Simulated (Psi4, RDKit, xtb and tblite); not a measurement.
Torsional profile of C5H10O2Si2, SMILES o1cccc1[SiH2][SiH2]OC. Scanned: dihedral C1–O2–Si3–Si4; all other coordinates were relaxed at GFN2-xTB. Points at φ and −φ are mirror images.

Atom numbering (GFN2-xTB optimised geometry, Å):
```
19

C      4.1370     0.1136     0.4218
O      2.8444    -0.3704     0.2422
Si     1.4527     0.4724     0.2899
Si    -0.0207    -1.2392    -0.1148
C     -1.7104    -0.4292    -0.0710
C     -2.9952    -0.8892    -0.1610
C     -3.8458     0.2340    -0.0598
C     -3.0203     1.3071     0.0852
O     -1.7371     0.9213     0.0800
H      4.2484     0.5646     1.4107
H      4.8319    -0.7217     0.3278
H      4.3769     0.8678    -0.3314
H      1.3361     1.1679     1.5852
H      1.5008     1.5691    -0.6944
H     -0.0621    -2.3386     0.8660
H      0.0886    -1.9175    -1.4195
H     -3.2882    -1.9116    -0.2843
H     -4.9164     0.2446    -0.0901
H     -3.2207     2.3548     0.1969
```

Levels: GFN2-xTB (xtb and tblite); MMFF94 // GFN2-xTB (RDKit); PBE/def2-SVP // GFN2-xTB (Psi4); PBE-D3(BJ)/def2-SVP // GFN2-xTB (Psi4).

Energies in kJ/mol, each method relative to its own lowest point.

| φ / ° | GFN2-xTB | MMFF94 | PBE/def2-SVP | PBE-D3(BJ)/def2-SVP |
|---|---|---|---|---|
| -160 | 2.0 | 2.9 | 0.7 | 0.7 |
| -140 | 6.5 | 4.4 | 2.5 | 2.6 |
| -120 | 10.1 | 7.6 | 3.7 | 3.9 |
| -100 | 9.8 | 2.6 | 2.7 | 2.9 |
| -80 | 7.1 | 0.0 | 1.4 | 1.3 |
| -60 | 5.3 | 1.4 | 1.0 | 0.5 |
| -40 | 6.2 | 6.5 | 1.9 | 1.2 |
| -20 | 8.9 | 12.7 | 3.2 | 2.3 |
| 0 | 10.4 | 17.6 | 4.0 | 3.1 |
| 20 | 8.9 | 12.7 | 3.2 | 2.3 |
| 40 | 6.2 | 6.5 | 1.9 | 1.2 |
| 60 | 5.3 | 1.4 | 1.0 | 0.5 |
| 80 | 7.1 | 0.0 | 1.4 | 1.3 |
| 100 | 9.8 | 2.6 | 2.7 | 2.9 |
| 120 | 10.1 | 7.6 | 3.7 | 3.9 |
| 140 | 6.5 | 4.4 | 2.5 | 2.6 |
| 160 | 2.0 | 2.9 | 0.7 | 0.7 |
| 180 | 0.0 | 2.5 | 0.0 | 0.0 |

Root-mean-square difference from the PBE-D3(BJ)/def2-SVP profile, itself a level with limits, after the best constant shift (kJ/mol): GFN2-xTB 2.1, MMFF94 4.2, PBE/def2-SVP 0.4.

MMFF94 has few fitted parameters for silicon.
